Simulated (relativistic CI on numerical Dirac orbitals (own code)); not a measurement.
# Magnetism of Tb²⁺, 4f9, in a crystal field

Calculated by Dirac-Coulomb-Breit CI, KLI orbitals optimised for each configuration, model QED (radiative potential, 1s self-energy scaled to tabulated hydrogen-like ionisation energies), valence Slater integrals scaled by 0.85, one configuration in a parametric crystal field (own radial code).

Field parameters in Wybourne normalisation; cubic f-shell fields have B⁴₄ = √(5/14) B⁴₀ and B⁶₄ = −√(7/2) B⁶₀. The field is a parameter set, without covalency.

S is read from ⟨S²⟩ = S(S + 1).

Powder χT (cm³ K mol⁻¹) by Van Vleck's formula, with temperature-independent terms:

| Field | 2 K | 5 K | 10 K | 20 K | 50 K | 100 K | 200 K | 300 K |
| --- | --- | --- | --- | --- | --- | --- | --- | --- |
| D4h, B20 = 630, B40 = 810, B44 = -470, B60 = -290, B64 = 470 cm⁻¹ | 12.2 | 12.2 | 12.3 | 12.4 | 12.7 | 13.2 | 13.7 | 13.9 |
| Oh, B40 = -240, B60 = -390 cm⁻¹ | 8.97 | 9.42 | 10.2 | 11.3 | 12.8 | 13.5 | 13.9 | 14 |

(1) For Oh, B40 = -240, B60 = -390 cm⁻¹: what effective moment follows at 300 K?

## Answers

(1) μ_eff = √(8χT) = 10.57 μB. The LS value g√(J(J + 1)) of the free ion's ⁶H°15/2 level is 10.65 μB.
